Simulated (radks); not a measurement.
Spherical quantum dot in the effective-mass picture: electrons in a hard-walled sphere of radius 5.56, with a point charge +1 (a donor) at the centre, all in effective atomic units (hartree* = m*/eps^2 hartree, bohr* = eps/m* bohr), one dielectric constant everywhere. Method: non-relativistic Kohn-Sham, r2SCAN, spin-polarised, spherical densities, generalised Kohn-Sham scheme; computed with a radial shooting solver with Libxc functionals. Levels are named by radial order and angular momentum (1s, 1p, 1d, 2s, ...), and open shells are averaged over m. Results are scaled to m* = 0.094 and eps = 12, for which hartree* = 17.76 meV and bohr* = 6.755 nm.

N = 12, configuration 1s2 1p6 1d(up 4, down 0). This is the lowest configuration that the search found. Occupied levels:

level    occupation  eigenvalue (meV)  <r> (nm)
1s up             1            44.964     22.11
1s down           1            45.136     18.30
1p up             3            47.113     25.53
1p down           3            48.232     24.95
1d up             4            50.054     26.60

Energy (meV): total 281.463, kinetic 89.819, external -66.152, Hartree 313.83, exchange-correlation -56.036.
